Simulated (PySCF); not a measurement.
# Removing an electron from `[SiH3]C#[C][GeH3]`

Species: C₂H₆GeSi.
Structure used (PBE0-D3(BJ)/def2-SVP), in Å, numbered top down from 1:
```
atom  x, y, z in Å
Si1    2.441   -0.161   -0.105
C2     0.631   -0.037    0.162
C3    -0.577    0.043    0.340
Ge4   -2.455    0.164    0.625
H5     3.036    1.207   -0.128
H6     2.707   -0.840   -1.407
H7     3.055   -0.951    1.001
H8    -3.177   -0.380   -0.616
H9    -2.824    1.636    0.852
H10   -2.818   -0.672    1.860
```

Level: wB97X-D/def2-SVPD (PySCF). Frontier orbitals with their largest atomic shares (Löwdin; up to four atoms above 4 %):

```tsv
orbital	ε (eV)	main atoms
HOMO−3	-11.94	Ge4 24 %, Si1 18 %, H8 16 %, H6 12 %
HOMO−2	-11.94	Ge4 24 %, H10 18 %, Si1 18 %, H7 13 %
HOMO−1	-9.92	?
HOMO	-9.92	?
LUMO	1.24	C2 27 %, C3 26 %, Si1 16 %, Ge4 14 %
LUMO+1	1.24	C2 27 %, C3 26 %, Si1 16 %, Ge4 14 %
LUMO+2	1.63	Ge4 51 %, Si1 9 %, C3 9 %, H8 7 %
```

Question: What vertical ionisation energy does ΔSCF give, and how far is −ε(HOMO) from it?

Answer: ΔSCF: 10.14 eV (978 kJ/mol; threshold wavelength 122 nm); ⟨S²⟩ of the doublet left behind is 0.754, against 0.75 for a pure doublet. −ε(HOMO) is 9.92 eV, 0.22 eV below it. In exact Kohn–Sham theory the two would be equal; wB97X-D (range-separated hybrid) comes within 0.22 eV of that here. Holes in the HOMO−1 and HOMO−2 were tried too where these lie within 1.2 eV of the HOMO; the lowest converged state counts.

Question: On which atoms does the HOMO lie?

Answer: HOMO: C2 37 %, C3 36 %, Si1 7 %, Ge4 7 %; HOMO−1: C2 37 %, C3 36 %, Si1 7 %, Ge4 7 %. These 2 orbitals lie within 0.02 eV of one another; within a degenerate set any mixture serves as well, and the shares of a single orbital can change with the mixture. The HOMO−2 lies 2.02 eV lower.

Question: What total energies stand behind the ΔSCF value?

Answer: E(N) = -2445.87095 Eh and E(N − 1) = -2445.49829 Eh at the same geometry, 0.37266 Eh apart.

Question: With α = 84.3 au, estimate the like-pair dispersion coefficient by London's formula C6 = (3/4)α²I.

Answer: I = 0.3727 Eh, so C6 ≈ 1990 au, a rough estimate.

Question: How many of the 10 lowest singlet excitations (vertical TDDFT, same level) lie below the ionisation energy?

Answer: All 10; they run from 5.63 to 8.41 eV.

Question: Shift the occupied levels rigidly so that −ε(HOMO) equals the ΔSCF value. What binding energies result?

Answer: The shift is +0.22 eV: HOMO 10.14, HOMO−1 10.14, HOMO−2 12.16, HOMO−3 12.16 eV. A rigid shift is only a rough guide to the deeper ionisations.

Isolated species at its PBE0-D3(BJ)/def2-SVP geometry, gas phase. The calculation is non-relativistic, for germanium too.

wB97X-D is run here without its empirical dispersion term; that term would change no orbital, density or response property at a fixed geometry.
